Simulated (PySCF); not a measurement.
Harmonic spectrum computed at PBE0 in the def2-SVPD basis family (core potentials from Rb on, PySCF, no spin–orbit coupling):

```
symmetry  ω (cm⁻¹)  IR (km/mol, summed over degenerate members)
       e       193                                          0.0
      t2       298                                          119
      a1       607                                          0.0
      t2       790                                          630
```

**Question.** Which molecule gave it? In each, all ligands are bound to the one heavy central atom.
A. AlF₄⁻ (singlet)
B. SbF₄⁻ (singlet)
C. AsF₄⁻ (singlet)
D. GaF₄⁻ (singlet)

**Answer.** A. It has Td symmetry with Al–F 1.711 Å (×4).
